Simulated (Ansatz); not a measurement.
Reactions of CH$_{7}$FGe$_{2}$, SMILES `[CH3][GeH]([F])[GeH3]`.

Calculated with Ansatz (gas phase, PBE0-D4/def2-TZVP geometries, no zero-point term in ΔE). CCSD(T)/CBS is the MP2 limit (def2-TZVPP, def2-QZVPP) plus CCSD(T) − MP2 in def2-TZVPP, frozen cores. This one scheme is used for every species. DFT in def2-TZVPP. For Br, Ge, Se outer-core shells are correlated without core-valence functions, which leaves a few kJ/mol of doubt a bond. Scalar relativity is left out up to krypton. Each species was taken in one conformer, which may not be the lowest.

```csv
reaction,CCSD(T)/CBS(def2) (kJ/mol)
`[CH3][GeH]([F])[GeH3]` + `CCN[SiH2]Cl` → `CC[N]([GeH3])[SiH2]Cl` + `[CH3][GeH2][F]`,17
`[CH3][GeH]([F])[GeH3]` + HBr → `[CH3][GeH]([F])[Br]` + GeH₄,-65
`[CH3][GeH]([F])[GeH3]` → `F[CH2][GeH2][GeH3]`,174
`[CH3][GeH]([F])[GeH3]` + `CO[Si](C)(F)[SeH]` → `[CH3][GeH]([F])[SeH]` + `CO[Si](C)(F)[GeH3]`,17
`[CH3][GeH]([F])[GeH3]` → `[F][GeH3]` + `[CH3][GeH]`,205
`[CH3][GeH]([F])[GeH3]` + H–F → `[F][GeH]([F])[GeH3]` + CH₄,?
`[CH3][GeH]([F])[GeH3]` + `O[SiH](Cl)Cl` → `Cl[SiH](Cl)[O][GeH3]` + `[CH3][GeH2][F]`,?
`[CH3][GeH]([F])[GeH3]` + H₂ → `[CH3][GeH2][F]` + GeH₄,9
`[CH3][GeH]([F])[GeH3]` + `OB(O)O` → `OB(O)[O][GeH3]` + `[CH3][GeH2][F]`,?
`[CH3][GeH]([F])[GeH3]` + H–F → `[CH3][GeH]([F])[F]` + GeH₄,-47
```

Fill in the missing values. (An estimate is asked.)

Ansatz gave: `[CH3][GeH]([F])[GeH3]` + H–F → `[F][GeH]([F])[GeH3]` + CH₄: -72.8 kJ/mol; `[CH3][GeH]([F])[GeH3]` + `O[SiH](Cl)Cl` → `Cl[SiH](Cl)[O][GeH3]` + `[CH3][GeH2][F]`: -14.2 kJ/mol; `[CH3][GeH]([F])[GeH3]` + `OB(O)O` → `OB(O)[O][GeH3]` + `[CH3][GeH2][F]`: +0.7 kJ/mol.

Largest T1 diagnostic: 0.012, for `[F][GeH]([F])[GeH3]`.
